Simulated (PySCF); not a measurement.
Compound: C5H9O2PS.
Atom-mapped SMILES: `[CH3:1][O:2][C:3]1=[C:4]([CH3:5])[P@@:6]1(=[S:7])[CH2:8][OH:9]` (hydrogens: H10, H11, H12 on C1; H13, H14, H15 on C5; H16, H17 on C8; H18 on O9)

The same species was optimised twice, with GFN2-xTB and with PBE0-D3(BJ)/def2-SVP (PySCF), and the same property calculations (PySCF, gas phase) were run on both structures.

```
     coordinate  GFN2-xTB  PBE0-D3(BJ)/def2-SVP  change
      C3–P6 (Å)     1.809                 1.763  -0.046
      C4–P6 (Å)     1.820                 1.777  -0.043
      P6–C8 (Å)     1.883                 1.858  -0.025
      P6=S7 (Å)     1.945                 1.954  +0.009
      C8–O9 (Å)     1.386                 1.380  -0.006
      C3=C4 (Å)     1.346                 1.341  -0.005
      O2–C3 (Å)     1.321                 1.316  -0.005
      C4–C5 (Å)     1.475                 1.477  +0.002
      C1–O2 (Å)     1.417                 1.419  +0.002
   S7–P6–C8 (°)     112.5                 109.2    -3.3
   C3–P6–C8 (°)     112.0                 114.2    +2.2
   C4–P6–C8 (°)     114.1                 115.8    +1.7
   P6–C8–O9 (°)     109.6                 111.4    +1.8
   O2–C3–P6 (°)     149.6                 151.3    +1.7
   O2–C3–C4 (°)     141.2                 139.7    -1.5
   C3–C4–C5 (°)     142.3                 143.7    +1.4
   C5–C4–P6 (°)     149.6                 148.4    -1.2
C1–O2–C3–C4 (°)       180                   178      -2
C4–P6–C8–O9 (°)      -116                  -128     -12
```

Rotational constants: A = 1327, B = 806.9, C = 731.8 MHz (GFN2-xTB) against A = 1374, B = 814.7, C = 731.2 MHz (PBE0-D3(BJ)/def2-SVP). Point groups within 0.08 Å: C1 and C1.

On the GFN2-xTB structure: HOMO (eV) -6.59 [PBE0/pcSseg-1]; LUMO (eV) -0.07 [PBE0/pcSseg-1]; dipole (D) 4.23 [PBE0/pcSseg-1]; GIAO shielding of C1 (ppm) 124.6 [PBE0/pcSseg-1]; GIAO shielding of O2 (ppm) 224.3 [PBE0/pcSseg-1]; GIAO shielding of C3 (ppm) 18.8 [PBE0/pcSseg-1]; GIAO shielding of C4 (ppm) 60.7 [PBE0/pcSseg-1]; GIAO shielding of C5 (ppm) 175.8 [PBE0/pcSseg-1]; GIAO shielding of P6 (ppm) 378.4 [PBE0/pcSseg-1]; GIAO shielding of S7 (ppm) 763.2 [PBE0/pcSseg-1]; GIAO shielding of C8 (ppm) 112.2 [PBE0/pcSseg-1].

Question: What do these properties become on the PBE0-D3(BJ)/def2-SVP structure?

Answer: 
```csv
property,level,on GFN2-xTB,on PBE0-D3(BJ)/def2-SVP,change
HOMO (eV),PBE0/pcSseg-1,-6.59,-6.69,-0.10
LUMO (eV),PBE0/pcSseg-1,-0.07,-0.22,-0.15
dipole (D),PBE0/pcSseg-1,4.23,4.69,+0.46
"energy, GFN2-xTB geometry as zero (kcal/mol)",PBE0/pcSseg-1,0.0,-1.6,-1.6
GIAO shielding of C1 (ppm),PBE0/pcSseg-1,124.6,123.8,-0.8
GIAO shielding of O2 (ppm),PBE0/pcSseg-1,224.3,226.4,+2.1
GIAO shielding of C3 (ppm),PBE0/pcSseg-1,18.8,25.1,+6.3
GIAO shielding of C4 (ppm),PBE0/pcSseg-1,60.7,65.3,+4.6
GIAO shielding of C5 (ppm),PBE0/pcSseg-1,175.8,175.2,-0.6
GIAO shielding of P6 (ppm),PBE0/pcSseg-1,378.4,370.7,-7.7
GIAO shielding of S7 (ppm),PBE0/pcSseg-1,763.2,765.4,+2.2
GIAO shielding of C8 (ppm),PBE0/pcSseg-1,112.2,120.1,+7.9
```

The heavy atoms differ by 0.085 Å rms after alignment. Among bonds between heavy atoms C3–P6 changes most (-0.046 Å). Changes are differences of the printed values. Neither structure is proved a minimum here.

Shape of the structure used: `[CH3:1][O:2][C:3]1=[C:4]([CH3:5])[P@@:6]1(=[S:7])[CH2:8][OH:9]`: C1–O2–C3–C4 178°, C4–P6–C8–O9 -128°, H–O9–C8–P6 -31°.
